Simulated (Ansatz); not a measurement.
A run on C₆H₄N₂ (`N#Cc1ccccn1`) with other settings.

```yaml
crystal:
  periodic: [false, false, false]
  atoms:
    - {symbol: N, position_ang: [1.893544, -1.282644, 2.837754]}
    - {symbol: C, position_ang: [1.177643, -0.866165, 1.991818]}
    - {symbol: C, position_ang: [0.609223, -0.554897, 0.845932]}
    - {symbol: C, position_ang: [0.342074, 0.987113, 0.645824]}
    - {symbol: C, position_ang: [-0.281174, 1.336396, -0.514399]}
    - {symbol: C, position_ang: [-0.880238, 0.257790, -1.440984]}
    - {symbol: C, position_ang: [-0.672919, -1.178208, -0.976627]}
    - {symbol: N, position_ang: [0.080252, -1.473818, -0.045694]}
    - {symbol: H, position_ang: [0.808526, 1.604601, 1.346112]}
    - {symbol: H, position_ang: [-0.526501, 2.386176, -0.751665]}
    - {symbol: H, position_ang: [-1.336947, 0.517936, -2.199644]}
    - {symbol: H, position_ang: [-0.987522, -1.874088, -1.807255]}
basis:
  gaussian: {orbitals: def2-mTZVP}
hamiltonian: {xc: {name: HF}, pseudopotentials: {relativity: none}}
correlation: {method: ccsd}
```

```sh
$ ansatz run in.yaml --threads 2 --pin off --events-out ev --progress --plain --max-ram 22528MiB --backend cuda --devices 0, --max-vram 18GiB
```

Output, abridged:

```
Functional definition: HF
1505 factors; integrals over basis functions are off by at most 1.0e-3 eV
mean field evaluation 1: about -9203.2603 eV, gradient 4.0e1 eV
mean field evaluation 2: about -9203.2782 eV, gradient 4.0e1 eV
mean field evaluation 4: about -9207.6797 eV, gradient 8.8e0 eV
mean field evaluation 8: about -9207.8891 eV, gradient 7.0e-1 eV
mean field -9207.89189259 eV, -338.3837857194 hartree, gradient 6.8e-6 eV, S^2 0.000000; 0 other end points of the search recorded, 0 dependent functions left out; unrestricted orbitals would lower it
8 core orbitals not correlated: weight in the atoms' cores, before any rotation towards them, 1.000 or more for the frozen orbitals, at most 0.000 for the correlated occupied ones
reference -9207.89189259 eV, -338.3837857194 hartree; 19, 19 occupied and 137, 137 virtual orbitals, 1505 factors
second order -30.86712919 eV of doubles, -0.00000000 eV of singles
cycle   1  -29.76173301 eV  change     1.1e0 eV  update   1.7e-1
cycle   2  -30.89461423 eV  change    -1.1e0 eV  update   6.0e-2
cycle   3  -31.16863466 eV  change   -2.7e-1 eV  update   2.5e-2
cycle   4  -31.17754513 eV  change   -8.9e-3 eV  update   9.3e-3
cycle   5  -31.18331427 eV  change   -5.8e-3 eV  update   4.8e-3
cycle   6  -31.18732106 eV  change   -4.0e-3 eV  update   1.4e-3
cycle   7  -31.18693771 eV  change    3.8e-4 eV  update   8.1e-4
cycle   8  -31.18663596 eV  change    3.0e-4 eV  update   3.3e-4
cycle   9  -31.18679057 eV  change   -1.5e-4 eV  update   1.7e-4
cycle  10  -31.18677315 eV  change    1.7e-5 eV  update   6.4e-5
cycle  11  -31.18668421 eV  change    8.9e-5 eV  update   2.9e-5
cycle  12  -31.18671978 eV  change   -3.6e-5 eV  update   1.8e-5
Total energy: -9239.07861237 eV, -339.5298765323 hartree
```

It took 2.2 s on 2 threads of an AMD EPYC 7R13 on a shared host and a share of an NVIDIA H100 80 GB, with 0.82 GiB of host memory at the peak.
